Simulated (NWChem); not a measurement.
Species: C₂H₃ClF₂Si; SMILES F[SiH](C(Cl)=C)F

```xyz
9

C     -1.7541    -0.8206    -0.5165
C     -0.4962    -0.6724    -0.0944
Cl     0.5715    -2.0344     0.1075
Si     0.2660     0.9641     0.3464
F     -0.8905     2.0810     0.1936
F      1.4297     1.3371    -0.7038
H     -2.3900     0.0626    -0.6241
H     -2.1770    -1.7993    -0.7628
H      0.8367     1.0169     1.7068
```
Atoms are numbered in this order, from 1.

Level: PBE0/def2-SVP (NWChem), optimised geometry, unscaled harmonic frequencies. 

```tsv
frequency (cm⁻¹)	IR intensity (km/mol)
55	1.5
120	1.3
190	8.8
243	2.2
326	17.8
352	7.7
467	45.4
589	44.4
723	6.3
795	56.5
818	43.4
844	31.0
901	223.7
957	27.9
977	200.0
1125	37.1
1383	20.3
1687	19.7
2335	97.8
3165	0.7
3275	0.9
```

```json
{
 "zero_point_energy": "30.5 kcal/mol",
 "thermal correction to the enthalpy at 298.15 K (with zero-point energy)": "35.5 kcal/mol",
 "heat capacity Cv": "23.4 cal/(mol K)",
 "entropy at 298.15 K and 1 atm (symmetry number 1)": "85.4 cal/(mol K)",
 "dipole_moment": "1.68 D"
}
```

Rigid rotor and harmonic oscillator; modes under 100 cm⁻¹ make the entropy uncertain.
